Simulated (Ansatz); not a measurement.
Cost and result for the atomization energy of `[SiH3][Sb][Cl]` radical (6 atoms, 5 bonds).

Cartesian coordinates in Å:
```
Si -0.1278 -0.5675 -0.4497
Sb -0.0295 1.9876 -0.1272
Cl 0.6034 1.7509 2.1326
H 1.2082 -1.1594 -0.1808
H -1.1288 -1.1525 0.4795
H -0.5255 -0.8591 -1.8545
```

Total charge 0; spin multiplicity 2. Correlated methods include outer-core shells of Sb, which these sets cover unevenly. Sb takes the def2 core potential. All single points use the PBE0-D4/def2-TZVP geometry. Program: Ansatz. All runs use 4 threads of an Arm Neoverse V1 on a shared host. Times are those of one run each, without the atoms' runs, and a repeat can differ threefold. Electronic energies, without spin–orbit coupling; frozen cores. CCSD(T)/CBS adds CCSD(T) − MP2 in def2-TZVPP to the MP2 limit, and its time is that of the two runs behind it. T1 = 0.014; ⟨S²⟩ of the reference is 0.77. With those shells the extrapolation isn't a true limit. B3LYP takes the VWN-RPA correlation (the form of Gaussian; ORCA's B3LYP/G). HSE06 is the plane-wave form, built on full-range PBE exchange.

CCSD(T)/CBS is a level of theory with its own doubt, some kJ/mol a heavy atom from the limit and from the frozen cores, so smaller differences don't rank the functionals.

```json
{"level": "BHLYP-D4/def2-TZVPP", "functions": "176", "wall time": "3.7 s", "atomization (kcal/mol)": "351.2", "difference from CCSD(T)/CBS": "-5.6", "per bond": "-1.1"}
{"level": "HSE06-D4/def2-TZVPP", "functions": "176", "wall time": "3.8 s", "atomization (kcal/mol)": "353.0", "difference from CCSD(T)/CBS": "-3.8", "per bond": "-0.8"}
{"level": "CAM-B3LYP-D4/def2-TZVPP", "functions": "176", "wall time": "3.8 s", "atomization (kcal/mol)": "356.5", "difference from CCSD(T)/CBS": "-0.3", "per bond": "-0.1"}
{"level": "B3LYP-D4/def2-TZVPP (with forces)", "functions": "176", "wall time": "4.1 s", "atomization (kcal/mol)": "358.3", "difference from CCSD(T)/CBS": "1.5", "per bond": "0.3"}
{"level": "CCSD(T)/def2-SVP", "functions": "77", "wall time": "4.4 s", "atomization (kcal/mol)": "315.3", "difference from CCSD(T)/CBS": "-41.5", "per bond": "-8.3"}
{"level": "PBE-QIDH/def2-TZVPP", "functions": "176", "wall time": "4.7 s", "atomization (kcal/mol)": "347.6", "difference from CCSD(T)/CBS": "-9.2", "per bond": "-1.8"}
{"level": "r2SCAN-D4/def2-TZVPP (with forces)", "functions": "176", "wall time": "6 s", "atomization (kcal/mol)": "357.1", "difference from CCSD(T)/CBS": "0.3", "per bond": "0.0"}
{"level": "r2SCANh-D4/def2-TZVPP", "functions": "176", "wall time": "6.5 s", "atomization (kcal/mol)": "354.8", "difference from CCSD(T)/CBS": "-2.0", "per bond": "-0.4"}
{"level": "B97M-V/def2-TZVPP", "functions": "176", "wall time": "11 s", "atomization (kcal/mol)": "363.6", "difference from CCSD(T)/CBS": "6.8", "per bond": "1.4"}
{"level": "MP2/def2-QZVPP", "functions": "312", "wall time": "12 s", "atomization (kcal/mol)": "346.8", "difference from CCSD(T)/CBS": "-10.0", "per bond": "-2.0"}
{"level": "ωB97M-V/def2-TZVPP (with forces)", "functions": "176", "wall time": "13 s", "atomization (kcal/mol)": "356.3", "difference from CCSD(T)/CBS": "-0.5", "per bond": "-0.1"}
{"level": "CCSD(T)/def2-TZVPP", "functions": "176", "wall time": "2.5 min", "atomization (kcal/mol)": "341.2", "difference from CCSD(T)/CBS": "-15.6", "per bond": "-3.1"}
{"level": "CCSD(T)/CBS(def2)", "functions": "–", "wall time": "2.7 min", "atomization (kcal/mol)": "356.8", "difference from CCSD(T)/CBS": "0.0", "per bond": "0.0"}
```

Leaving LDA and LC-ωPBE aside and taking each functional with its dispersion term where it has one, the values spread over 16.0 kcal/mol, from PBE-QIDH to B97M-V. LDA lies +50.4 kcal/mol from PBE without D4, its usual overbinding. From BLYP to BHLYP (50 % exact exchange), in def2-TZVPP and without D4, the atomization energy moves by −4.0 kcal/mol: exact exchange takes away binding that semilocal exchange gives to molecules. In def2-TZVPP, CCSD(T) changes the Hartree–Fock value by +90.3 kcal/mol (the triples alone add +5.8 kcal/mol) and MP2 by +86.3 kcal/mol; breaking electron pairs costs correlation energy, which Hartree–Fock lacks.
